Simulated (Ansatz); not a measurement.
C$_{3}$H$_{4}$BF (`BC1(F)C=C1`). The species carries charge 0 and has multiplicity 1.

```json
{"atom": "B1", "x (Å)": "1.419", "y (Å)": "-0.189", "z (Å)": "-0.306"}
{"atom": "C2", "x (Å)": "0.009", "y (Å)": "0.393", "z (Å)": "-0.190"}
{"atom": "F3", "x (Å)": "-0.167", "y (Å)": "1.663", "z (Å)": "-0.744"}
{"atom": "C4", "x (Å)": "-0.923", "y (Å)": "0.097", "z (Å)": "0.944"}
{"atom": "C5", "x (Å)": "-1.237", "y (Å)": "-0.437", "z (Å)": "-0.179"}
{"atom": "H6", "x (Å)": "1.614", "y (Å)": "-1.274", "z (Å)": "0.153"}
{"atom": "H7", "x (Å)": "2.300", "y (Å)": "0.417", "z (Å)": "-0.838"}
{"atom": "H8", "x (Å)": "-1.116", "y (Å)": "0.328", "z (Å)": "1.977"}
{"atom": "H9", "x (Å)": "-1.898", "y (Å)": "-0.999", "z (Å)": "-0.816"}
```

(1) List the harmonic frequencies (cm⁻¹, unscaled) at PBE0-D4/def2-TZVP in Ansatz. (Best estimate.)

(2) Is this a minimum?

(3) Give the ideal-gas thermochemistry at 298.15 K and 1 bar (rigid rotor, harmonic oscillator; point group Cs, symmetry number 1).

## Answers

(1) The calculation gave: 118, 330, 371, 436, 444, 684, 745, 833, 855, 868, 951, 1009, 1024, 1092, 1155, 1296, 1765, 2600, 2688, 3282, 3331.

(2) Yes, all 21 modes are real.

(3) Zero-point energy 154.8 kJ/mol; H(298) − E = 171.4 kJ/mol; entropy 302.4 J/(mol·K), of which translation 161.8, rotation 104.4, vibration 36.2; G(298) − E = 81.2 kJ/mol.
